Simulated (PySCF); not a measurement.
Job file and geometry (Å, from PBE0-D3(BJ)/def2-SVP) of an NMR shielding run on SMILES C1C[Si@H](C2CCCC2)OC1, C$_{8}$H$_{16}$OSi, GIAO PBE0/pcSseg-1 NMR shielding, non-relativistic, gas phase in PySCF 2.14.0, density-fitted response routines; density fitting, a coarse starting grid and PySCF grid level 2 are the driver's defaults:

```
$ OMP_NUM_THREADS=1 python probes_run.py task.json out

{"job": {"kind": "nmr", "xc": "PBE0", "basis": "pcSseg-1"}, "charge": 0, "multiplicity": 1}
C     -2.690690    -0.687097     0.867054
C     -2.913299     0.415195    -0.183628
C     -1.510239     0.978484    -0.515161
C     -0.508565     0.066771     0.216456
Si     1.131169     0.872089     0.626093
C      2.469408    -0.282088     1.294863
C      3.698166     0.221390     0.522832
C      3.226852     0.644362    -0.870884
O      1.992771     1.321722    -0.754900
C     -1.301267    -0.406879     1.441396
H     -3.478384    -0.714144     1.635617
H     -2.683698    -1.677446     0.382836
H     -3.564054     1.210158     0.211792
H     -3.417193     0.019629    -1.078201
H     -1.425878     2.013583    -0.142191
H     -1.305288     1.023755    -1.594590
H     -0.295462    -0.814252    -0.418071
H      0.864969     2.079650     1.472170
H      2.613894    -0.267821     2.384821
H      2.222301    -1.320198     1.010711
H      4.118010     1.102549     1.037512
H      4.503759    -0.528322     0.459739
H      3.107763    -0.245982    -1.519985
H      3.957544     1.308266    -1.361569
H     -0.854035    -1.280460     1.941286
H     -1.359383     0.402745     2.192334
```

Problem. Write the output of this run.

Solution. 
```
coarse grid: 21320 points
cycle   1  E = -678.4107465959  dE =  1.139e+00  |g| = 7.567e-01  |ddm| = 4.497e+00
cycle   2  E = -678.2765617136  dE =  1.342e-01  |g| = 1.133e+00  |ddm| = 1.881e+00
cycle   3  E = -678.5296592136  dE = -2.531e-01  |g| = 1.239e-01  |ddm| = 1.318e+00
cycle   4  E = -678.5322513609  dE = -2.592e-03  |g| = 5.229e-02  |ddm| = 1.433e-01
cycle   5  E = -678.5328779000  dE = -6.265e-04  |g| = 8.282e-03  |ddm| = 5.219e-02
cycle   6  E = -678.5328914154  dE = -1.352e-05  |g| = 2.164e-03  |ddm| = 1.018e-02
cycle   7  E = -678.5328925496  dE = -1.134e-06  |g| = 4.773e-04  |ddm| = 2.438e-03
final grid: 198752 points
cycle   8  E = -678.6050684293  dE = -4.720e-05  |g| = 1.246e-02  |ddm| = 3.861e-02
cycle   9  E = -678.6050324997  dE =  3.593e-05  |g| = 1.835e-02  |ddm| = 2.436e-02
cycle  10  E = -678.6051024525  dE = -6.995e-05  |g| = 1.613e-03  |ddm| = 1.527e-02
cycle  11  E = -678.6051029741  dE = -5.217e-07  |g| = 3.211e-04  |ddm| = 1.775e-03
cycle  12  E = -678.6051029943  dE = -2.014e-08  |g| = 6.343e-05  |ddm| = 3.486e-04
cycle  13  E = -678.6051029950  dE = -7.101e-10  |g| = 2.739e-05  |ddm| = 8.981e-05
converged SCF energy = -678.6051029950

GIAO shielding tensors (ppm)
atom      isotropic    diamagn.    paramagn.     s11        s22        s33       span
  0 C      154.308     248.697     -94.389    128.471    161.125    173.327     44.855
  1 C      158.642     247.951     -89.309    128.261    172.804    174.862     46.601
  2 C      154.991     246.957     -91.966    125.437    163.974    175.562     50.124
  3 C      154.737     255.304    -100.567    134.625    158.945    170.641     36.016
  4 Si     319.775     881.462    -561.687    265.209    333.899    360.218     95.010
  5 C      172.986     256.910     -83.924    162.540    169.103    187.315     24.775
  6 C      154.323     249.580     -95.257    132.831    159.651    170.487     37.656
  7 C      114.502     239.934    -125.432     78.447    106.420    158.638     80.191
  8 O      284.895     399.485    -114.590    237.230    281.610    335.845     98.615
  9 C      154.868     248.192     -93.324    129.453    166.354    168.796     39.342
 10 H       29.532      28.599       0.932     24.511     26.887     37.196     12.685
 11 H       29.950      30.480      -0.530     24.888     27.750     37.212     12.323
 12 H       29.738      28.976       0.762     24.210     27.605     37.401     13.191
 13 H       29.579      28.981       0.598     24.295     27.327     37.116     12.821
 14 H       29.841      32.044      -2.203     23.657     30.036     35.831     12.174
 15 H       29.317      31.754      -2.437     23.372     28.669     35.910     12.537
 16 H       30.718      36.136      -5.418     26.992     29.205     35.956      8.965
 17 H       26.593      30.883      -4.290     22.935     25.500     31.346      8.411
 18 H       30.399      31.295      -0.896     25.497     28.498     37.202     11.705
 19 H       30.726      34.153      -3.427     25.707     29.811     36.662     10.955
 20 H       29.616      27.825       1.791     24.755     27.251     36.841     12.087
 21 H       29.457      27.223       2.234     24.659     26.820     36.893     12.235
 22 H       27.687      29.686      -2.000     22.601     26.217     34.241     11.639
 23 H       27.169      26.199       0.969     22.131     25.910     33.465     11.334
 24 H       29.920      32.098      -2.178     23.965     29.243     36.551     12.586
 25 H       30.418      32.219      -1.801     25.118     29.798     36.337     11.220
```

Problem. Turn these shieldings into chemical shifts. δ = σ(ref) − σ, references computed at the same level: TMS for 13C (σref 184.41) and 29Si (σref 351.99) and 1H (σref 31.27); 17O (σref 334.56) vs H2O.

Solution. Averaging equivalent atoms: C 7: 69.9; C 0: 30.1; C 6: 30.1; C 3: 29.7; C 9: 29.5; C 2: 29.4; C 1: 25.8; C 5: 11.4; Si 4: 32.2; O 8: 49.7; H 17: 4.67; H 23: 4.10; H 22: 3.58; H 15: 1.95; H 21: 1.81; H 10: 1.74; H 13: 1.69; H 20: 1.65; H 12: 1.53; H 14: 1.43; H 24: 1.35; H 11: 1.32; H 18: 0.87; H 25: 0.85; H 16: 0.55; H 19: 0.54 ppm. Experimental scales use liquid or dissolved standards, which lie at an offset from isolated H2O (liquid H2O: subtract about 36 ppm).

Size and cost of the density-fitted run: 257 basis functions, 67 s wall time on 1 thread of an Arm Neoverse V1, shared host; peak memory 1.3 GiB.
